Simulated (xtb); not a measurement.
Al(Me)2(SH) (C2H7AlS), SMILES [SH][Al]([CH3])[CH3]. All values are semi-empirical tight-binding results from xtb (GFN2-xTB unless named), good for trends rather than for accurate numbers. Geometry optimised at GFN2-xTB. The values are those of a single conformer.

Optimised geometry:

```xyz
11

Al    -0.3576     0.2597    -0.1023
C     -2.1319    -0.6118    -0.2766
H     -2.0222    -1.6462    -0.6250
H     -2.7970    -0.0984    -0.9777
H     -2.6649    -0.6641     0.6789
C      0.1674     2.1728    -0.2689
H      0.9330     2.3381    -1.0362
H      0.5763     2.5795     0.6633
H     -0.6901     2.7962    -0.5356
S      1.3086    -1.1212     0.3725
H      2.1616    -0.1068     0.4747
```
Charge 0, spin multiplicity 1.

For metal compounds this method's bond lengths and energies can be far off.

| Item | Result |
|---|---|
| orbital gap | 4.16 eV |
| zero-point energy | 47.9 kcal/mol |
| G − E(el) at 298.15 K (modified RRHO) | 27.1 kcal/mol |

Computed atomic charges and the Wiberg bond orders between heavy atoms:
charges (e) Al1 0.30, C2 -0.21, H3 0.07, H4 0.05, H5 0.06, C6 -0.22, H7 0.06, H8 0.06, H9 0.05, S10 -0.39, H11 0.18. Bond orders Al1–C2 1.04, Al1–C6 1.02, Al1–S10 1.12.
